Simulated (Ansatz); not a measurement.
Total energies of `c1ccc(-c2ccc(-c3ccc(-c4ccc(-c5ccccc5)cc4)cc3)cc2)cc1` from Ansatz at PBE-D4/def2-TZVP, gas phase (1 Eh = 27.2114 eV = 2625.5 kJ/mol). The reference geometry is relaxed at r2SCAN-D4/def2-SVP.

| state | geometry | energy (Eh) |
| --- | --- | --- |
| charge 0 singlet | reference | -1155.44978 |
| charge 1 doublet | reference | -1155.20226 |
| charge -1 doublet | reference | -1155.48626 |
| free C atom (triplet) | – | -37.79597 |
| free H atom (doublet) | – | -0.49962 |

Single mean-field runs in def2-TZVP are fitted with def2-universal-jkfit.

Work out the vertical ionisation energy to the doublet.

E(charge 1 doublet) − E(charge 0 singlet) = -1155.20226 − (-1155.44978) = 0.24752 Eh = 6.74 eV. For comparison, −ε of the highest occupied level is 5.21 eV at this level, 1.53 eV less.

Work out the vertical electron affinity, to the doublet.

E(charge 0 singlet) − E(charge -1 doublet) = -1155.44978 − (-1155.48626) = 0.03648 Eh = 0.99 eV. The basis lacks diffuse functions, which makes affinities too small.

Give the fundamental gap IE − EA, the Mulliken electronegativity (IE + EA)/2 and the hardness (IE − EA)/2.

From the values in Eh: IE − EA = 0.24752 − 0.03648 = 0.21104 Eh = 5.74 eV; (IE + EA)/2 = 3.86 eV; (IE − EA)/2 = 2.87 eV. The HOMO–LUMO gap of the same run is 2.85 eV, 2.89 eV smaller than the fundamental gap.

What is the binding energy per atom against free atoms?

Atoms: 30 × (-37.79597) + 22 × (-0.49962) = -1144.87074 Eh. Binding: -1144.87074 − (-1155.44978) = 10.57904 Eh = 287.87 eV, or 5.54 eV for each of 52 atoms (no zero-point energy, no counterpoise term).

At PBE-D4/def2-TZVP the highest occupied level of the charge -1 doublet lies above zero (up to 0.46 eV). By energy differences its removal costs 0.99 eV (vertical, to the charge 0 singlet, at PBE-D4/def2-TZVP); self-interaction error and the lack of diffuse functions both raise the level.
